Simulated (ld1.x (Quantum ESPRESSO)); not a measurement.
## Nb, TM: configuration errors across variants

niobium, norm-conserving Troullier–Martins (Kleinman–Bylander form), made with ld1.x (Quantum ESPRESSO) 7.5 (PBEsol, scalar-relativistic). Core [Kr], reference 4d4 5s0.75 5p0 (charge +0.25). Waves: 5s (bound): rc 2.70 bohr; 5p (bound, empty): rc 1.45 bohr; 4d (bound): rc 2.50 bohr. Local part: the d channel. Core correction: a·sin(br)/r model core inside 1.20 bohr.

All-electron excitation energies from the reference (eV): (1) 4d4 5s1 5p0 -1.163; (2) 4d4 5s0 5p0 5.489; (3) 4d3 5s0 5p0 19.517; (4) 4d3 5s1 5p0 5.875; (5) 4d1 5s0 5p0 81.082; (6) 4d2 5s0 5p0 44.214.

For the base: The 5p radius (1.45 bohr) lies inside the outermost node of the all-electron wave (1.62 bohr), which a nodeless pseudo-wave cannot match soundly.

Tests that are not counted but printed errors over 1 eV. “base”: 4d3 5s1 5p1 (solver errors, printed error -2.2 eV). “wave 5s (bound): rc 2.70 bohr becomes 5s (bound): rc 2.34 bohr”: 4d3 5s1 5p1 (solver errors, printed error -2.2 eV). “core correction a·sin(br)/r model core inside 1.60 bohr”: 4d3 5s1 5p1 (solver errors, printed error -2.2 eV). “wave 4d (bound): rc 2.50 bohr becomes 4d (bound): rc 1.76 bohr”: 4d3 5s1 5p1 (solver errors, printed error -2.2 eV). “wave 5p (bound): rc 1.45 bohr becomes 5p (bound): rc 1.20 bohr”: 4d3 5s1 5p1 (solver errors, printed error -2.2 eV).

5 further variants failed, have other tests or another functional or relativity, and are left out.

A true bound ghost makes a file unfit for plane-wave use even where its test errors are small: the radial tests pick states by their node count and pass the ghost by. Where a test does run into it, the solver fails or the error is huge.

Errors AE − PS in meV (a dash: test not solved or not reliable):

| change | (1) | (2) | (3) | (4) | (5) | (6) | bound ghosts |
| --- | --- | --- | --- | --- | --- | --- | --- |
| base | -0.4 | -9.5 | -75 | -56 | -1477 | -481 | p, s |
| wave 5s (bound): rc 2.70 bohr becomes 5s (bound): rc 2.34 bohr | -0.2 | -7.1 | -80 | -53 | -1518 | -502 | p, s |
| all radii but the core radius scaled by about 1.27 (s 3.42, p 1.84, d 3.16 bohr) | 0.0 | -7.1 | -109 | -45 | -891 | -417 | p, s |
| core correction a·sin(br)/r model core inside 1.60 bohr | -0.4 | -9.2 | -75 | -55 | -1450 | -478 | p, s |
| wave 4d (bound): rc 2.50 bohr becomes 4d (bound): rc 1.76 bohr | -0.5 | -11 | -67 | -54 | -1597 | -484 | s, p |
| wave 5p (bound): rc 1.45 bohr becomes 5p (bound): rc 1.20 bohr | -0.4 | -9.5 | -75 | -56 | -1477 | -481 | s, p |
| wave 5p (bound): rc 1.45 bohr becomes 5p (bound): rc 1.44 bohr | -0.4 | -9.5 | -75 | -56 | -1477 | -481 | p, s |

(1) Give the same row for: local potential the s channel.

Results:

(1) -0.4, -9.8, -125, -79, -1711, -655; bound ghosts: p. Not counted: 4d3 5s1 5p1 (solver errors, printed error -2.2 eV).
